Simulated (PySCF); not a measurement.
Calculated NMR parameters of NCc1coc([SiH3])c1

```yaml
Formula: C5H9NOSi
SMILES: NCc1coc([SiH3])c1
Point_group_of_the_computed_structure: C1
Degrees_of_unsaturation: 3
Carbon_signals: 5
Proton_signals: 5
```

Numbering as in the mapped SMILES `[NH2:1][CH2:2][c:3]1[cH:4][o:5][c:6]([SiH3:7])[cH:8]1` (H(Xn): hydrogen on atom n).

Theoretical values (PySCF): geometry: GFN2-xTB, NMR shieldings at PBE0/pcSseg-1/GIAO. Rapidly exchanging positions averaged, one conformer, no solvent, non-relativistic Hamiltonian.

Chemical shifts δ = σref − σ; TMS for ¹H (σref 31.72) and ¹³C (σref 186.93) and ²⁹Si (σref 349.16); ¹⁵N (σref 267.73) vs NH3; ¹⁷O (σref 336.08) against H2O, all at this level.

| carbon | δC, type | δH (multiplicity) | HMBC from (2–3 bonds) | span of the C tensor (ppm) |
| --- | --- | --- | --- | --- |
| C2 | 42.7, CH2 | 3.84 (s) | H(C4), H(C8) | 44 |
| C3 | 139.9, C | – | H(C4), H(C8), H(C2) | 183 |
| C4 | 150.0, CH | 7.73 (m) | H(C8), H(C2) | 140 |
| C6 | 152.9, C | – | H(C4), H(C8), H(Si7) | 145 |
| C8 | 130.5, CH | 6.96 (m) | H(C4), H(Si7), H(C2) | 188 |

Other nuclei:
```
 atoms  nucleus                        environment  δ (ppm)  σ (ppm)
H(Si7)       ¹H  hydrogen on a silicon bonded to C     4.48    27.24
 H(N1)       ¹H      hydrogen on an amine nitrogen     0.72    31.00
   Si7     ²⁹Si           silicon bonded to C, 3 H    -86.5    435.7
    N1      ¹⁵N                     amine nitrogen     61.3    206.5
    O5      ¹⁷O               aromatic ring oxygen    326.3      9.8
```

1. Carbon types of the structure: 2 × C, 2 × CH, 1 × CH2, leaving 5 H on heteroatoms.
2. δC 152.9: substituted aromatic carbon next to the ring oxygen.
3. δC 150.0: aromatic CH next to the ring oxygen.
4. δC 139.9: substituted aromatic carbon.
5. δC 130.5: aromatic CH; the aromatic region.
6. δH 3.84: hydrogen on an sp3 CH2 bonded to N, on an aromatic ring; its carbon carries N, hence the downfield position.

The OH or NH signal is concentration- and solvent-dependent in practice; the value given is the gas-phase one. Shifts are as computed. Against solution values, carbons near 30 ppm lie about +3 ppm off and those near 130 ppm about +5 ppm. Of 1211 compounds with measured shifts, 218 miss one by over three times the rms of a fit or turn the order of signals round; such compounds aren't used in these exercises. Unscaled 17O shifts of doubly bonded oxygen tend to come out too high, by tens of ppm or more. Experimental scales use liquid or dissolved standards, which lie at an offset from isolated NH3 (liquid NH3: subtract about 20 ppm) and H2O (liquid H2O: subtract about 36 ppm). Multiplicities follow the n + 1 count of equivalent neighbours, as no J values were calculated; m marks all less simple cases, F and P coupling included.
